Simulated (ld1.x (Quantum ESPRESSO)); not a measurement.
## Varying the TM potential for Ho

Base potential:

ld1.x (Quantum ESPRESSO) 7.5 input, shortened:

```
&input
   title='Ho', zed=67., rel=2, dft='BLYP', iswitch=3,
   config='[Xe] 4f10 5d1 6s2 6p0', rel_dist='average'
 /
 &inputp
   pseudotype=2, tm=.true., lloc=0,
   nlcc=.true., new_core_ps=.true.
 /
3
5P  2  1   6.00   0.00  1.70  1.70  0.0
5D  3  2   1.00   0.00  2.90  2.90  0.0
5S  1  0   2.00   0.00  1.90  1.90  0.0
 &test
   configts(1)='5s2 5p6 5d1 6s2 6p0'
 /
```

Open shells are filled in proportion to 2j + 1 (rel_dist='average').

Occupied shells without a wave of their own: 6s. They enter only through the test configuration that unscreens the potential, and ld1.x also counts them in the model core charge.

All-electron outer shells of the reference configuration (BLYP, scalar-relativistic, ld1.x):

```json
{"shell": "4d", "level (eV)": "-166.01", "outermost node (bohr)": "0.25", "outermost maximum (bohr)": "0.52"}
{"shell": "5s", "level (eV)": "-54.18", "outermost node (bohr)": "0.61", "outermost maximum (bohr)": "1.13"}
{"shell": "5p", "level (eV)": "-28.90", "outermost node (bohr)": "0.66", "outermost maximum (bohr)": "1.28"}
{"shell": "4f", "level (eV)": "-9.10", "outermost node (bohr)": "–", "outermost maximum (bohr)": "0.52"}
{"shell": "6s", "level (eV)": "-4.20", "outermost node (bohr)": "1.52", "outermost maximum (bohr)": "3.22"}
{"shell": "5d", "level (eV)": "-2.06", "outermost node (bohr)": "0.74", "outermost maximum (bohr)": "1.91"}
{"shell": "6p", "level (eV)": "-1.20", "outermost node (bohr)": "1.84", "outermost maximum (bohr)": "4.52"}
```

Cutoffs, loose and tight: the cutoffs (Ry, on a coarse ladder) from which the occupation-weighted sum of valence levels, in a spherical-Bessel basis at the reference potential, stays within 10 and 1 mRy of its value at 400 Ry. They do not see the model core or the augmentation charge, which bear on the density cutoff. Test errors are all-electron minus pseudo excitation energies from the reference, over the configurations 5s2 5p6 5d1 6s1 6p0; 5s2 5p6 5d1 6s0 6p0; 5s2 5p6 5d0 6s0 6p0; 5s2 5p6 5d1 6s1 6p1; 5s2 5p6 5d1.5 6s1.5 6p0; 5s2 5p6 5d2 6s0 6p0; 5s2 5p6 5d1 6s0 6p1. A dash means not determined; rows that change the core or the reference have their own tests.

With those shells counted twice in exchange and correlation these files are broken, and their errors move erratically; no question is asked of them.

Cutoffs are not given where the Bessel-basis levels miss the radial ones by over 6 mRy, ghosts where they miss by over 20 mRy; a channel whose overlap is not positive is not tested.

The default core radius of the base comes out at 0.98 bohr.

```tsv
change	outcome	bound ghosts	largest test error (meV)
base	generated, misses its reference levels by 0.79 eV	none	-4592
core correction none	generated, misses its reference levels by 0.79 eV	none	-3871
core correction Bessel-smoothed model core inside 0.70 bohr	generated, misses its reference levels by 0.79 eV	none	-4592
core correction Bessel-smoothed model core inside 0.90 bohr	generated, misses its reference levels by 0.79 eV	none	-4592
core correction Bessel-smoothed model core inside 1.12 bohr	generated, misses its reference levels by 0.79 eV	none	-4592
core correction Bessel-smoothed model core inside 1.40 bohr	generated, misses its reference levels by 0.79 eV	none	-4590
core correction Bessel-smoothed model core inside 1.62 bohr	generated, misses its reference levels by 0.79 eV	none	-4587
core correction Bessel-smoothed model core inside 1.76 bohr	generated, misses its reference levels by 0.79 eV	none	-4584
core correction Bessel-smoothed model core inside 2.00 bohr	generated, misses its reference levels by 0.79 eV	none	-4576
```
